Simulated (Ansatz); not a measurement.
Ansatz (a first-principles code) input (CCSD(T)/aug-cc-pV(D+d)Z):
A basis named .json is the Basis Set Exchange file of that set.

Ansatz 0.2 input:
```yaml
crystal:
  periodic: [false, false, false]
  atoms:
    - {symbol: Si, position_ang: [0.16894242, -0.50178611, -0.09480659]}
    - {symbol: Cl, position_ang: [-0.07186506, 1.14933153, -1.47710776]}
    - {symbol: Cl, position_ang: [-0.02437504, 0.65493647, 1.75935862]}
    - {symbol: N, position_ang: [1.43358399, -1.49970871, -0.19619025]}
    - {symbol: N, position_ang: [-1.35372056, -1.30311004, -0.32068717]}
    - {symbol: H, position_ang: [2.33285940, -1.16774678, 0.12579313]}
    - {symbol: H, position_ang: [-1.44711920, -2.13730504, 0.24249608]}
    - {symbol: H, position_ang: [-2.17389665, -0.72276744, -0.22111948]}
basis:
  gaussian:
    orbitals: aug-cc-pV_D+d_Z.json
total_charge: -1
magnetization: {spin_polarized: false}
correlation: {method: ccsd_t, electrons: outside_noble_gas}
output: {forces: true}
```

Output:

```
Functional definition: HF
integrals: 0.61 GiB planned
1657 factors; integrals over basis functions are off by at most 8.7e-4 eV
0.97 GiB of device memory are held for the factors and their scratch space
mean field: 1.15 GiB planned
mean field evaluation 1: about -35881.9629 eV, gradient 4.3e1 eV
mean field evaluation 2: about -35882.0238 eV, gradient 4.3e1 eV
mean field evaluation 4: about -35886.2096 eV, gradient 4.0e0 eV
mean field evaluation 8: about -35886.2683 eV, gradient 1.2e-1 eV
mean field evaluation 16: about -35884.3003 eV, gradient 2.9e1 eV
mean field -35886.26834948 eV, -1318.7960372569 hartree, gradient 2.7e-6 eV, S^2 0.000000; 0 other end points of the search recorded, 0 dependent functions left out
17 core orbitals not correlated
reference -35886.26834948 eV, -1318.7960372569 hartree; 16, 16 occupied and 136, 136 virtual orbitals, 1657 factors
densities: 7.19 GiB planned
second order -21.21218256 eV of doubles, -0.00000000 eV of singles
coupled cluster: 2.74 GiB planned
cycle   1  -21.69893798 eV  change   -4.9e-1 eV  update   1.1e-1
cycle   2  -22.14573579 eV  change   -4.5e-1 eV  update   3.2e-2
cycle   3  -22.27299763 eV  change   -1.3e-1 eV  update   1.8e-2
cycle   4  -22.27174842 eV  change    1.2e-3 eV  update   4.4e-3
cycle   5  -22.26840954 eV  change    3.3e-3 eV  update   2.2e-3
cycle   6  -22.26857083 eV  change   -1.6e-4 eV  update   7.3e-4
cycle   7  -22.26860812 eV  change   -3.7e-5 eV  update   3.1e-4
cycle   8  -22.26854538 eV  change    6.3e-5 eV  update   1.1e-4
cycle   9  -22.26854359 eV  change    1.8e-6 eV  update   4.1e-5
cycle  10  -22.26855883 eV  change   -1.5e-5 eV  update   1.7e-5
cycle  11  -22.26854085 eV  change    1.8e-5 eV  update   7.5e-6
perturbative correction -0.80182591 eV, -0.0294665588 hartree
the calculation of the forces begins
0.97 GiB of device memory are held for the factors and their scratch space
Total energy: -35909.33871624 eV, -1319.6438575978 hartree
Atom 0 at     0.168942    -0.501786    -0.094807 Å, force    -0.236976     0.602159     0.135916 eV/Å
Atom 1 at    -0.071865     1.149332    -1.477108 Å, force    -0.044307     0.105641    -0.078268 eV/Å
Atom 2 at    -0.024375     0.654936     1.759359 Å, force    -0.010063     0.093493     0.106606 eV/Å
Atom 3 at     1.433584    -1.499709    -0.196190 Å, force     0.272168    -0.718647    -0.207831 eV/Å
Atom 4 at    -1.353721    -1.303110    -0.320687 Å, force     0.006934    -0.106951    -0.392279 eV/Å
Atom 5 at     2.332859    -1.167747     0.125793 Å, force     0.431562     0.138387     0.143055 eV/Å
Atom 6 at    -1.447119    -2.137305     0.242496 Å, force    -0.065938    -0.331137     0.240427 eV/Å
Atom 7 at    -2.173897    -0.722767    -0.221119 Å, force    -0.353379     0.217056     0.052375 eV/Å
Dipole moment:    -0.566183     0.312824     0.231148 e Å
```

It need not be the lowest isomer of its formula. Whether it binds its extra electron was not tested at this geometry.
